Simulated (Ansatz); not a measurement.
The cluster V2O2, relaxed as a singlet with RKS r2SCAN-D4/def2-SVP in Ansatz, starting from the GFN2-xTB geometry. Force threshold 0.02 eV/Å.

This restricted singlet of an open-shell metal (gap down to 0.23 eV) wasn't tested against broken symmetry. No other spin state of charge 0 was run. Another isomer (quintet) lies 3.17 eV lower at PBE0-D4/def2-TZVP; other spin states weren't run for this one.

Start:

```
atom    x (Å)    y (Å)    z (Å)
  V1  -0.1301   0.4122   1.1239
  V2   0.1289  -0.4130  -1.1236
  O3   0.1965  -1.0744   0.4151
  O4  -0.1953   1.0752  -0.4154
```

| step | energy (eV) | largest force component (eV/Å) | SCF passes |
| --- | --- | --- | --- |
| 1 | -55453.4330 | 6.977 | 209 |
| 2 | -55454.0986 | 1.930 | 78 |
| 3 | -55454.1780 | 0.182 | 73 |
| 4 | -55454.1790 | 0.025 | 74 |
| 5 | -55454.1790 | 0.001 | 90 |

Force components are those of the run's own axes.

End:

Cartesian coordinates in Å:
```
V -0.1423 0.4529 1.2361
V 0.1422 -0.4529 -1.2361
O 0.1932 -1.0600 0.4106
O -0.1931 1.0600 -0.4106
```

By distances, no bond broke or formed. The bond that changes most is V2–O3, from 1.68 to 1.76 Å (atoms count from 1).

No frequencies were taken in this run, so the end may be a saddle point.

Hardware: 4 threads of Arm Neoverse V2 on a shared host. Wall time 23 s.
